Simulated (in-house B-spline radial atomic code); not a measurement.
Values are calculated unless marked as measured or tabulated.
# Correlation energy from the adiabatic connection: −Z/r, Z = 4, wall at 0.5 bohr

Two electrons in a singlet, external potential −Z/r, Z = 4, wall at 0.5 bohr (atomic units). Full CI in B-splines (partial waves to l = 8, correlation up to 0.6 % small) with the density held fixed gives W(λ) = <V_ee>_λ − U, and E_c is the integral of W(λ) − W(0) from 0 to 1.

```csv
λ,W(λ) − W(0) (hartree)
0,0.00000
0.02,-0.00194
0.05,-0.00485
0.12,-0.01159
0.25,-0.02396
0.4,-0.03800
0.6,-0.05635
0.8,-0.07428
1,-0.09180
```

Problem. Integrate the table by the trapezoid rule.

Solution. The strips give -0.00002, -0.00010, -0.00058, -0.00231, -0.00465, -0.00943, -0.01306, -0.01661, which sum to -0.04676 hartree. The direct value, W(1) − W(0) + T_c with T_c = 0.04500, is -0.04680; the curve is convex, so chords lie above it and the trapezoids fall short in size by 0.08 %.

Problem. Now use only three numbers: W(0) = -4.1215, the initial slope W'(0) = -0.09726 (extrapolated from the first points) and the strong-coupling limit of the point-charge-plus-continuum model, W∞ = -4.8072. What do second-order theory and the interpolation W(λ) = W∞ + (W(0) − W∞)/√(1 + 2χλ) of Seidl, Perdew and Levy give?

Solution. Second order keeps the slope alone: E_c = W'(0)/2 = -0.04863, +4 % in size against -0.04680. Matching the slope fixes χ = W'(0)/(W∞ − W(0)) = -0.09726/(-0.68570) = 0.14184. Integrating, with s = √(1 + 2χ) = 1.132996, E_c = −(W(0) − W∞)(s − 1)/(s + 1) = −0.68570 × 0.132996/2.132996 = -0.04275 hartree, -8.6 % in size against the full result. At λ = 1 the formula gives W − W(0) = -0.08049 against -0.09180. Part of the miss can come from the model's W∞.
